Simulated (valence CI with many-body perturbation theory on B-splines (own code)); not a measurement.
## E1 line list for Pb LII

Level of theory: configuration interaction combined with many-body perturbation theory (CI+MBPT): three valence electrons over a frozen Dirac-Fock core [Ar] 3d10, radial functions for each j: 11 s, 11 p, 10 d, 8 f, 5 g, 2 h, with the one-electron correlation potential Σ1, the two-electron term Σ2, the three-electron term Σ3, Breit, model QED; selected CI, second order for the rest, scaled by the run's own slope (own B-spline code, finite nucleus).

The last digits are not significant, and no measured levels were compared; by estimate large intervals hold to a few tenths of a per cent, small ones and those within an open d or f shell to about a per cent.

Lines 1 to 50 of 560 in falling wavelength, among levels below 81.261 Ry, chosen from the strongest by gf and those to the six lowest levels. Wavelengths and rates use the calculated energies. Electric multipoles are in the length gauge with retardation, E1 and E2 with the static RPA response of the core. Weak lines are less certain than strong ones. Lines between different terms over intervals too small for the method are left out, as are lines whose strength nearly cancels. Where a level lies close to another of its J and parity, the split of strength between their lines is uncertain.

Levels are named by their leading jj configuration (3d3/2^4 stands for four electrons in 3d with j = 3/2), which in mixed levels can hold well under half, so a name can repeat and another be missing. Letters in brackets count levels of one name in rising energy.

```
λ vac (Å)                          Upper                       Lower   A (s⁻¹)  S (a.u.)
    239.1             (4s^2 4p3/2) J=3/2          (4s 4p1/2^2) J=1/2  1.40e+07  3.78e-04
    121.4     (4s 4p1/2 4p3/2) J=3/2 [a]          (4s^2 4p3/2) J=3/2  3.43e+09  1.21e-02
    115.8      (4p1/2 4d3/2 4d5/2) J=9/2  (4s 4d3/2 4d5/2) J=7/2 [b]  1.33e+10  1.02e-01
    115.4      (4p1/2 4p3/2 4f5/2) J=9/2  (4s 4p3/2 4f7/2) J=7/2 [b]  1.35e+10  1.02e-01
    114.6  (4p1/2 4p3/2 4d5/2) J=7/2 [b]  (4s 4p3/2 4d5/2) J=5/2 [b]  1.85e+10  1.10e-01
    112.9     (4p1/2 4p3/2 4f7/2) J=11/2  (4s 4p3/2 4f7/2) J=9/2 [b]  2.39e+10  2.04e-01
    112.3  (4p1/2 4p3/2 4f7/2) J=9/2 [b]      (4s 4d5/2^2) J=7/2 [a]  1.26e+10  8.80e-02
    112.2          (4p1/2 4d5/2^2) J=9/2      (4s 4d5/2^2) J=7/2 [b]  2.40e+10  1.68e-01
    111.6         (4s 4p1/2 4f5/2) J=7/2          (4s^2 4f5/2) J=5/2  2.45e+10  1.35e-01
    111.1         (4s 4p1/2 4d5/2) J=7/2          (4s^2 4d5/2) J=5/2  2.34e+10  1.27e-01
    110.6         (4s 4p1/2 4p3/2) J=5/2          (4s^2 4p3/2) J=3/2  2.00e+10  8.02e-02
    109.9      (4p1/2 4d3/2 4d5/2) J=9/2      (4s 4d3/2 4d5/2) J=9/2  1.51e+10  9.89e-02
    109.3         (4s 4p1/2 4f7/2) J=9/2          (4s^2 4f7/2) J=7/2  2.96e+10  1.90e-01
    108.7      (4p1/2 4p3/2 4d5/2) J=9/2  (4s 4p3/2 4d5/2) J=7/2 [a]  1.38e+10  8.75e-02
    108.3          (4p1/2 4d5/2^2) J=5/2          (4s 4d5/2^2) J=3/2  2.41e+10  9.05e-02
    107.1     (4s 4p1/2 4f7/2) J=7/2 [b]          (4s^2 4f7/2) J=7/2  2.57e+10  1.25e-01
    106.3     (4s 4p1/2 4f5/2) J=5/2 [b]          (4s^2 4f5/2) J=5/2  2.50e+10  8.89e-02
    105.8         (4s 4p1/2 4f7/2) J=5/2          (4s^2 4f7/2) J=7/2  2.82e+10  9.87e-02
    105.3          (4p1/2^2 4p3/2) J=3/2  (4s 4p1/2 4p3/2) J=3/2 [b]  2.27e+10  5.24e-02
    105.0             (4s 4p1/2^2) J=1/2          (4s^2 4p1/2) J=1/2  4.55e+10  5.20e-02
    104.8          (4p1/2 4d5/2^2) J=3/2  (4s 4p3/2 4f7/2) J=5/2 [b]  3.50e+10  7.94e-02
    104.7     (4s 4p1/2 4d5/2) J=5/2 [b]          (4s^2 4d5/2) J=5/2  2.32e+10  7.88e-02
    103.7          (4p1/2^2 4d5/2) J=5/2      (4s 4p1/2 4d5/2) J=3/2  2.71e+10  8.93e-02
    102.7      (4p1/2 4p3/2 4d3/2) J=7/2      (4s 4p3/2 4d3/2) J=7/2  2.21e+10  9.45e-02
    102.5          (4p1/2 4d5/2^2) J=9/2          (4s 4d5/2^2) J=9/2  2.19e+10  1.16e-01
    102.1          (4p1/2^2 4d5/2) J=5/2  (4s 4p1/2 4d5/2) J=5/2 [b]  3.41e+10  1.07e-01
    101.7  (4p1/2 4p3/2 4f5/2) J=7/2 [a]      (4s 4p3/2 4f5/2) J=7/2  2.15e+10  8.93e-02
    101.1          (4p1/2^2 4f5/2) J=5/2      (4s 4p1/2 4f5/2) J=3/2  3.55e+10  1.09e-01
    100.6  (4p1/2 4p3/2 4f7/2) J=5/2 [b]      (4s 4p3/2 4f7/2) J=3/2  2.60e+10  7.84e-02
    100.6          (4p1/2 4d3/2^2) J=3/2          (4s 4d3/2^2) J=5/2  4.48e+10  9.01e-02
    100.4          (4p1/2 4d5/2^2) J=7/2          (4s 4d5/2^2) J=9/2  4.39e+10  1.75e-01
    100.4          (4p1/2^2 4f5/2) J=5/2  (4s 4p1/2 4f5/2) J=5/2 [b]  4.55e+10  1.36e-01
    100.0          (4p1/2^2 4f7/2) J=7/2      (4s 4p1/2 4f7/2) J=5/2  4.49e+10  1.77e-01
    99.62  (4p1/2 4p3/2 4d5/2) J=3/2 [a]  (4s 4p3/2 4d5/2) J=5/2 [a]  4.70e+10  9.18e-02
    99.20  (4p1/2 4p3/2 4f7/2) J=7/2 [b]  (4s 4p3/2 4f7/2) J=5/2 [a]  2.18e+10  8.41e-02
    98.91          (4p1/2^2 4f7/2) J=7/2  (4s 4p1/2 4f7/2) J=7/2 [b]  5.04e+10  1.92e-01
    98.51     (4s 4p1/2 4p3/2) J=3/2 [b]          (4s^2 4p3/2) J=3/2  2.96e+10  5.59e-02
    98.42  (4p1/2 4p3/2 4d5/2) J=5/2 [a]  (4s 4p3/2 4d5/2) J=5/2 [a]  2.98e+10  8.41e-02
    98.19      (4p1/2 4p3/2 4f5/2) J=9/2  (4s 4p3/2 4f7/2) J=9/2 [a]  2.20e+10  1.03e-01
    98.01  (4p1/2 4p3/2 4f7/2) J=7/2 [a]  (4s 4p3/2 4f7/2) J=9/2 [a]  4.58e+10  1.70e-01
    97.21  (4p1/2 4p3/2 4f7/2) J=9/2 [a]     (4s 4p3/2 4f7/2) J=11/2  3.40e+10  1.54e-01
    97.09          (4p1/2^2 4f7/2) J=7/2      (4s 4p1/2 4f7/2) J=9/2  6.83e+10  2.47e-01
    96.91  (4p1/2 4p3/2 4f5/2) J=7/2 [b]      (4s 4p3/2 4f5/2) J=9/2  4.10e+10  1.47e-01
    96.68         (4s 4p1/2 4p3/2) J=1/2          (4s^2 4p3/2) J=3/2  3.75e+10  3.35e-02
    96.61          (4p1/2^2 4d5/2) J=5/2      (4s 4p1/2 4d5/2) J=7/2  7.05e+10  1.88e-01
    96.53  (4p1/2 4d3/2 4d5/2) J=7/2 [b]      (4s 4d3/2 4d5/2) J=9/2  4.77e+10  1.69e-01
    96.50          (4p1/2^2 4d3/2) J=3/2      (4s 4p1/2 4d3/2) J=5/2  7.76e+10  1.38e-01
    96.03          (4p1/2^2 4f5/2) J=5/2      (4s 4p1/2 4f5/2) J=7/2  7.05e+10  1.85e-01
    95.91  (4p1/2 4p3/2 4f7/2) J=5/2 [a]  (4s 4p3/2 4f7/2) J=7/2 [a]  3.07e+10  8.02e-02
    95.78  (4p1/2 4p3/2 4f7/2) J=9/2 [b]     (4s 4p3/2 4f7/2) J=11/2  2.22e+10  9.63e-02
```
